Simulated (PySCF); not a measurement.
Computed IR spectrum (relative IR intensity) of a molecule C2H7FOSi. Geometry optimised at PBE0-D3(BJ)/def2-SVP. The values are those of a single conformer. All values below come from PBE0-D3(BJ)/def2-SVP in PySCF. Frequencies are harmonic and unscaled.

Lines under 2 % of the strongest are left out, and lines within 2 cm⁻¹ are merged.

```csv
ν (cm⁻¹),relative intensity
186,3.1
228,20
295,14
323,14
369,21
646,3.3
687,21
782,21
828,7.9
868,100
886,32
937,40
982,8.7
991,34
1061,8.1
1268,5.7
1425,2.3
1475,2.9
1477,3.2
2298,47
3053,13
3143,6.5
3148,6.1
3935,36
```

**Question.** Which molecule gave these data?
A) C[Si](C)(O)F
B) C[Si@H](F)CO
C) CC[SiH](O)F
D) CO[Si@H](C)F

**Answer.** C, CC[SiH](O)F
